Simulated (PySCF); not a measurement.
Gas-phase XPS of `CC[O][GeH3]`, computed

Species: C₂H₈GeO.
Atom-mapped SMILES: `[CH3:1][CH2:2][O:3][GeH3:4]`

Level of theory: delta-SCF UKS SCAN, pcX-2 on the ionised atom, pcseg-1 elsewhere, spin-free X2C in PySCF. Each binding energy is the total energy of the core-ionised species, with the hole localised on one atom, minus that of the ground state; both are solved self-consistently, so orbital relaxation is included.

**Question.** What binding energy does each computed site have?

**Answer.** 
```
atom(s)     bonded to  level  binding energy (eV)  above the level's lowest (eV)  count
     O3      C and Ge   O 1s               537.43                           0.00      1
     C2  O, C and 2 H   C 1s               292.07                          +1.50      1
     C1     C and 3 H   C 1s               290.57                           0.00      1
```

Lowest listed C 1s: C1, bonded to C and 3 H. Highest, 1.50 eV above it: C2, bonded to O, C and 2 H. Summing the Pauling electronegativity differences to the bonded atoms, each weighted by its formal bond order, gives -1.05 for the lowest site and +0.19 for the highest.

**Question.** Which photon wavelength matches the C 1s of C2 threshold?

**Answer.** λ = hc/E = 12398.42 eV Å / 292.07 eV = 42.450 Å.

**Question.** Express the binding energy of C 1s of C2 in atomic units and per mole.

**Answer.** 292.07 eV = 10.7334 Eh = 28180 kJ/mol.

No level of germanium is listed. Isolated species at its PBE0-D3(BJ)/def2-SVP geometry (one conformer only).

The values belong to the conformer `[CH3:1][CH2:2][O:3][GeH3:4]`: C1–C2–O3–Ge4 -176°.
